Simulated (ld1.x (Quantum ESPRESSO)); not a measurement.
**Reading a pseudo-wave (tungsten (W))**

Columns: radius, all-electron u(r) and pseudo u(r) of the 6s shell (level -13.86 eV) of tungsten in the configuration [Kr] 4d10 4f14 5s2 5p6 5d4 6s0.5 6p0; PBEsol, non-relativistic, TM semilocal scheme, ld1.x (Quantum ESPRESSO) 7.5.

```tsv
r (bohr)	all-electron	pseudo
0.123	0.0824	-0.0163
0.245	0.0047	-0.0327
0.368	-0.1997	-0.0496
0.490	-0.1178	-0.0670
0.613	0.0792	-0.0854
0.735	0.2404	-0.1047
0.858	0.3194	-0.1257
0.980	0.3184	-0.1486
1.103	0.2583	-0.1743
1.225	0.1624	-0.2031
1.348	0.0478	-0.2364
1.470	-0.0703	-0.2743
1.593	-0.1848	-0.3180
1.715	-0.2886	-0.3666
1.838	-0.3806	-0.4195
1.960	-0.4577	-0.4736
2.083	-0.5215	-0.5261
2.205	-0.5713	-0.5720
2.328	-0.6091	-0.6091
2.450	-0.6353	-0.6353
2.573	-0.6516	-0.6516
2.695	-0.6591	-0.6591
2.818	-0.6591	-0.6591
2.940	-0.6528	-0.6528
3.063	-0.6412	-0.6412
3.185	-0.6254	-0.6254
```

Problem. How many radial nodes do the two functions have?

Solution. The all-electron 6s function has n − l − 1 = 5 (the table is too coarse to show those close to the nucleus); the pseudo-wave has 0, since the states of the same l below it are removed with the core.

Problem. At about which radius was the pseudo-wave matched?

Solution. 2.45 bohr. The columns agree to 0.0005 from 2.33 bohr on; several derivatives are matched, so the curves merge somewhat inside the radius.

Problem. Where does each function peak?

Solution. Outermost all-electron maximum near 2.69 bohr, pseudo maximum near 2.69 bohr (to the table’s step).

Problem. Is the pseudo-wave norm-conserving?

Solution. Yes: the TM semilocal scheme keeps the norm inside the radius equal to the all-electron one, which fixes the energy derivative of the logarithmic derivative at the level.
